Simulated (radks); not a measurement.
Charge is removed step by step from the 4p down level of the technetium ion Tc2+, starting from [Ar] 3d10 4s2 4p(up 3, down 3) 4d5. Calculated with a radial shooting solver on a logarithmic mesh with Libxc functionals: scalar-relativistic Kohn-Sham, r2SCAN, spin-polarised, spherical densities, finite nucleus; open shells are filled with parallel spins first (spin-orbit coupling, left out, can overturn this in heavy ions); meta-GGA in the generalised Kohn-Sham scheme; Fermi nuclear charge, rms radius 4.4112 fm.

removed (e)  E - E(0) (eV)  eigenvalue (eV)  E minus straight line (eV)
0                    0.000          -59.761                       0.000
0.1                  6.041          -61.105                      -0.623
0.2                 12.217          -62.463                      -1.111
0.3                 18.530          -63.835                      -1.462
0.4                 24.980          -65.219                      -1.676
0.5                 31.569          -66.616                      -1.750
0.6                 38.299          -68.023                      -1.684
0.7                 45.170          -69.441                      -1.477
0.8                 52.183          -70.868                      -1.128
0.9                 59.339          -72.303                      -0.636
1                   66.639          -73.747                       0.000

Removing the whole electron costs 66.639 eV by Delta-SCF, against 59.761 eV from minus the eigenvalue at the starting occupation. Slater's transition state (half an electron removed) gives 66.616 eV. Integrating minus the eigenvalue over the occupation (Janak's theorem) gives 66.662 eV. In this scalar-relativistic scheme the density is built from large components alone, so the theorem holds only approximately. The mean slope of the eigenvalue, de/dn, is 14.0 eV per electron.
